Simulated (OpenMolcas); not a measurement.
A calculation on Co.

| Item | Value |
| --- | --- |
| Program | OpenMolcas 26.06 |
| Method | MS-RASPT2, IPEA 0.25 Eh, imaginary shift 0.1 Eh (closed shells correlated: 3s 3p) |
| Basis | ANO-RCC-VTZP [6s5p3d2f1g] |
| Scalar Hamiltonian | DKH2, point nucleus |
| Active space | 9 electrons in 9 orbitals (RAS2 3d 4s; RAS3 4p, at most 2 electrons) |
| State averaging | 2S+1 = 4 even, 20 roots; 2S+1 = 2 even, 40 roots kept (CI in the orbitals of an earlier block); 2S+1 = 4 odd, 39 roots; 2S+1 = 6 odd, 30 roots kept (CI in the orbitals of an earlier block); 2S+1 = 2 odd, 21 roots kept (CI in the orbitals of an earlier block) |
| Spin-orbit coupling | RASSI with atomic mean-field integrals over the reference wave functions, term energies averaged over their components |

Which level of the active space comes out lowest?

3d7 4s2 4F 9/2, with 100 % of that term; it is also the measured ground level.

How high does 3d8 4s 4F 7/2 lie?

8400 cm-1 above the lowest level; measured 4143 cm-1 above the ground level, so the calculation is off by +103 %.

How high does 3d7 4s2 4P 3/2 lie?

15110 cm-1 above the lowest level; measured 14036 cm-1 above the ground level, so the calculation is off by +8 %.

How high does 3d7 4s2 4F 5/2 lie?

1340 cm-1 above the lowest level; measured 1407 cm-1 above the ground level, so the calculation is off by -5 %.

Measured values: NIST Handbook of Basic Atomic Spectroscopic Data.

Term energies are means over components that CASPT2 splits; among the terms shown or strongly mixed into the levels shown the widest spread is 1900 cm-1 (3d7 4s2 4F). A single d shell beside an s shell can misplace configurations of different d count against each other. Measured partners are found by configuration, term and J. A level has none where our copy of the source lacks it or the pairing is in doubt (some pairs that miss far off the trend of their configuration count as doubtful), and it then counts in no deviation. Levels of configurations outside the active space are missing.
